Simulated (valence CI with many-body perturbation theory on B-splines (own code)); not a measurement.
# E1 transitions of Cl¹¹⁺

Computed by valence CI with perturbative core correlation (CI+MBPT): four valence electrons over a frozen Dirac-Fock core [He], a basis of 11 s, 11 p, 9 d, 7 f, 5 g, 2 h, 1 i functions for each j, with the one-electron correlation potential Σ1, the two-electron term Σ2, the three-electron term Σ3, Breit, model QED; selected CI, second order for the rest, scaled by the run's own slope (own B-spline code, finite nucleus).

No measured levels were compared; by estimate levels of excited configurations hold to 0.05 to 0.15 % of their energy, terms of the ground configuration to about 0.5 %. Among the levels kept, up to 260 cm⁻¹ of a level comes from second order outside the variational space, and about a tenth of that is noise between levels of different J, which matters for small intervals.

Lines 51 to 100 of 232 in falling wavelength, among levels below 394.39 eV, chosen from the strongest by gf and those to the six lowest levels. Wavelengths and rates use the calculated energies, so an error of 300 cm⁻¹ moves a line at 79.08 nm by 0.24 % and its rate by three times that or more. Electric multipoles are in the length gauge, E1 and E2 with the static RPA response of the core. Weak lines are less certain than strong ones. Lines between different terms over intervals too small for the method are left out, as are lines whose strength nearly cancels. The highest levels of a list are the least certain.

Names give the largest LS component (configuration and term), which can be under half, so a name can repeat, a term be missing and a line seem to break the LS rules; names also repeat where a configuration has a term twice.

| λ vac (nm) | Upper | Lower | A (s⁻¹) | log gf | Branch % |
| --- | --- | --- | --- | --- | --- |
| 79.08 | 2s 2p2 3p 5P°_2 | 2s 2p2 3s 5P_1 | 4.04e+08 | -0.72 | 6.1 |
| 78.68 | 2s2 2p 3d 3P°_2 | 2s2 2p 3p 3P_1 | 2.03e+08 | -1.03 | 0.0 |
| 78.37 | 2s2 2p 3p 3P_2 | 2s2 2p 3s 3P°_2 | 9.10e+08 | -0.38 | 1.9 |
| 78.00 | 2s2 2p 3p 3S_1 | 2s2 2p 3s 3P°_1 | 4.73e+08 | -0.89 | 1.6 |
| 77.60 | 2s2 2p 3d 3P°_1 | 2s2 2p 3p 3P_1 | 5.66e+08 | -0.81 | 0.0 |
| 77.01 | 2s2 2p 3p 3P_0 | 2s2 2p 3s 3P°_1 | 1.11e+09 | -1.01 | 2.3 |
| 76.92 | 2s2 2p 3d 3P°_0 | 2s2 2p 3p 3P_1 | 8.13e+08 | -1.14 | 0.0 |
| 73.18 | 2s2 2p 3d 3P°_2 | 2s2 2p 3p 3S_1 | 2.91e+08 | -0.93 | 0.0 |
| 72.96 | 2s2 2p 3d 3D°_3 | 2s2 2p 3p 3D_3 | 3.21e+08 | -0.75 | 0.0 |
| 70.66 | 2s2 2p 3p 3P_2 | 2s2 2p 3s 3P°_1 | 2.25e+08 | -1.08 | 0.5 |
| 70.31 | 2s2 2p 3d 3D°_2 | 2s2 2p 3p 3D_2 | 2.37e+08 | -1.06 | 0.0 |
| 69.99 | 2s2 2p 3p 1D_2 | 2s2 2p 3s 1P°_1 | 1.65e+09 | -0.22 | 11.6 |
| 66.32 | 2s 2p2 3p 5S°_2 | 2s 2p2 3s 5P_3 | 1.20e+09 | -0.40 | 13.7 |
| 63.00 | 2s 2p2 3p 5S°_2 | 2s 2p2 3s 5P_2 | 7.16e+08 | -0.67 | 8.1 |
| 60.66 | 2s 2p2 3p 5S°_2 | 2s 2p2 3s 5P_1 | 3.87e+08 | -0.97 | 4.4 |
| 55.47 | 2s2 2p 3p 1S_0 | 2s2 2p 3s 1P°_1 | 3.59e+09 | -0.78 | 9.7 |
| 52.81 | 2s 2p3 5S°_2 | 2s2 2p2 3P_2 | 8.31e+05 | -3.76 | 66.6 |
| 50.32 | 2s 2p3 5S°_2 | 2s2 2p2 3P_1 | 4.15e+05 | -4.10 | 33.2 |
| 49.68 | 2s2 2p 3d 1P°_1 | 2s2 2p 3p 1P_1 | 7.38e+08 | -1.09 | 0.0 |
| 44.00 | 2s 2p2 3p 3D°_2 | 2s2 2p 3p 3P_1 | 5.42e+08 | -1.10 | 0.1 |
| 43.34 | 2s 2p2 3p 3D°_3 | 2s2 2p 3p 3P_2 | 8.17e+08 | -0.79 | 0.1 |
| 41.41 | 2s 2p3 3D°_1 | 2s2 2p2 1S_0 | 2.17e+06 | -3.78 | 0.1 |
| 40.52 | 2s 2p2 3p 3P°_2 | 2s2 2p 3p 3P_2 | 7.84e+08 | -1.02 | 0.1 |
| 33.20 | 2p4 1D_2 | 2s 2p3 1P°_1 | 1.69e+09 | -0.85 | 10.4 |
| 33.20 | 2p4 3P_2 | 2s 2p3 3S°_1 | 3.26e+09 | -0.57 | 11.3 |
| 32.41 | 2s 2p3 3P°_1 | 2s2 2p2 1S_0 | 9.63e+06 | -3.34 | 0.1 |
| 31.99 | 2s 2p3 3D°_2 | 2s2 2p2 1D_2 | 5.16e+06 | -3.40 | 0.1 |
| 31.95 | 2s 2p3 3D°_1 | 2s2 2p2 1D_2 | 4.84e+06 | -3.65 | 0.1 |
| 31.94 | 2p4 3P_1 | 2s 2p3 3S°_1 | 3.91e+09 | -0.75 | 13.2 |
| 31.92 | 2s 2p3 3D°_3 | 2s2 2p2 1D_2 | 3.24e+07 | -2.46 | 1.0 |
| 27.12 | 2p4 1D_2 | 2s 2p3 1D°_2 | 1.41e+10 | -0.11 | 86.9 |
| 26.91 | 2s 2p3 3D°_2 | 2s2 2p2 3P_2 | 3.71e+08 | -1.70 | 10.7 |
| 26.88 | 2s 2p3 3D°_1 | 2s2 2p2 3P_2 | 3.00e+07 | -3.01 | 0.8 |
| 26.88 | 2s 2p2 3s 3D_3 | 2s2 2p 3s 3P°_2 | 4.25e+09 | -0.49 | 0.9 |
| 26.86 | 2s 2p3 3D°_3 | 2s2 2p2 3P_2 | 3.15e+09 | -0.62 | 99.0 |
| 26.31 | 2s 2p3 3P°_1 | 2s2 2p2 1D_2 | 3.06e+07 | -3.02 | 0.4 |
| 26.26 | 2s 2p3 3P°_2 | 2s2 2p2 1D_2 | 6.46e+06 | -3.48 | 0.1 |
| 26.25 | 2s 2p3 3D°_2 | 2s2 2p2 3P_1 | 3.09e+09 | -0.80 | 89.1 |
| 26.22 | 2s 2p3 3D°_1 | 2s2 2p2 3P_1 | 1.13e+09 | -1.46 | 30.9 |
| 25.93 | 2s 2p2 3s 3D_2 | 2s2 2p 3s 3P°_1 | 3.41e+09 | -0.76 | 0.7 |
| 25.73 | 2s 2p3 3D°_1 | 2s2 2p2 3P_0 | 2.49e+09 | -1.13 | 68.1 |
| 25.73 | 2s 2p2 3s 3D_1 | 2s2 2p 3s 3P°_0 | 2.82e+09 | -1.08 | 0.6 |
| 25.55 | 2s 2p2 3s 1D_2 | 2s2 2p 3s 1P°_1 | 1.48e+09 | -1.14 | 0.7 |
| 23.46 | 2p4 3P_2 | 2s 2p3 3P°_2 | 2.98e+09 | -0.91 | 10.3 |
| 23.32 | 2p4 1S_0 | 2s 2p3 1P°_1 | 3.45e+10 | -0.55 | 98.3 |
| 23.02 | 2s 2p3 3S°_1 | 2s2 2p2 1S_0 | 2.88e+07 | -3.16 | 0.1 |
| 22.82 | 2p4 3P_1 | 2s 2p3 3P°_2 | 3.72e+09 | -1.06 | 12.5 |
| 22.78 | 2s 2p3 3P°_1 | 2s2 2p2 3P_2 | 2.87e+09 | -1.17 | 33.2 |
| 22.74 | 2s 2p3 3P°_2 | 2s2 2p2 3P_2 | 6.91e+09 | -0.57 | 83.5 |
| 22.31 | 2s 2p3 3P°_0 | 2s2 2p2 3P_1 | 8.72e+09 | -1.19 | 100.0 |

(1) How does gf follow from A for the line at 26.31 nm?

## Answers

(1) gf = 1.4992 × (2J+1)_upper × A / σ², with σ = 380043 cm⁻¹ and 2J+1 = 3: gf = 0.000952.
